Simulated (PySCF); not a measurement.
Species: C7H6O3.
Cartesian coordinates in Å at the GFN2-xTB level; atoms count from 1:
```xyz
16
C7H6O3 angstrom
C     -1.2828   -1.7693   -0.6475
C     -0.9702   -0.5695   -0.1358
C     -2.0953    0.2490    0.3914
O     -3.2461   -0.1085    0.3707
O     -1.7417    1.4348    0.9019
C      0.3992   -0.0915   -0.0970
C      0.9926    1.0626    0.3533
C      2.3756    0.9234    0.1074
C      2.5314   -0.2982   -0.4727
O      1.3521   -0.9170   -0.6008
H     -0.5299   -2.4237   -1.0485
H     -2.3073   -2.0974   -0.6627
H     -2.5342    1.8970    1.2205
H      0.5061    1.9017    0.8017
H      3.1433    1.6347    0.3322
H      3.3996   -0.8192   -0.8257
```

Probes without a nucleus sit at each ring's centroid and 1 Å off its mean plane on both sides; NICS is minus the shielding there, NICSzz its component along the normal. Level: GIAO PBE0/pcSseg-1 (PySCF, non-relativistic, gas phase) on the GFN2-xTB geometry, one conformer.

Ring bond lengths (Å), with Mayer bond orders in brackets: C6–C7 1.374 (1.50), C7–C8 1.412 (1.27), C8–C9 1.361 (1.59), C9–O10 1.338 (1.09), O10–C6 1.358 (1.02).

Q: What do the NICS probes read (ppm)?

A: 
| ring | type | NICS(0) | NICS(1), two faces | NICS(1)zz, two faces | rms pucker (Å) | centre to ring atoms, mean (Å) |
| --- | --- | --- | --- | --- | --- | --- |
| C6–C7–C8–C9–O10 | 5-membered ring with O; formal bonds all aromatic | -10.7 | -9.6 / -9.6 | -24.0 / -24.0 | 0.00 | 1.16 |

Q: What can be read from them?

A: 
- C6–C7–C8–C9–O10: mean NICS(1)zz -24.0 ppm, shielded. For a flat ring without four-coordinate atoms the NICS criterion counts such a value as aromatic.

Q: How equal are the bonds by HOMA? Use HOMA with the parameters of Krygowski (1993).

A: 
- C6–C7–C8–C9–O10: HOMA 0.49; the largest term is that of O10–C6, α(R − Ropt)² = 1.35.

Q: At the second NICS(1) probe listed for ring C6–C7–C8–C9–O10, 1 Å off the ring, how large is the induced field along the normal in 7.05 T applied along it?

A: NICSzz × B0 = -24.0 ppm × 7.05 T = -169 μT, against the applied field.

Q: How shielded are the nuclei of the rings and their hydrogens (means over atoms taken as equivalent)?

A: 
```tsv
atoms	environment	σ isotropic (ppm)	principal values of the symmetric part, first atom (ppm)
C6	substituted aromatic carbon	31.8	-36.7, 34.4, 97.7
C7	aromatic CH carbon	66.5	-6.3, 47.0, 158.9
C8	aromatic CH carbon	67.9	-20.5, 65.2, 158.8
C9	aromatic CH next to a ring oxygen	39.0	-41.9, 50.1, 108.7
O10	furan-type oxygen	43.4	-87.9, -31.8, 249.9
H14	aromatic hydrogen	24.19	19.9, 24.2, 28.5
H15	aromatic hydrogen	24.99	23.1, 25.8, 26.0
H16	aromatic hydrogen	24.16	21.2, 25.4, 25.9
```
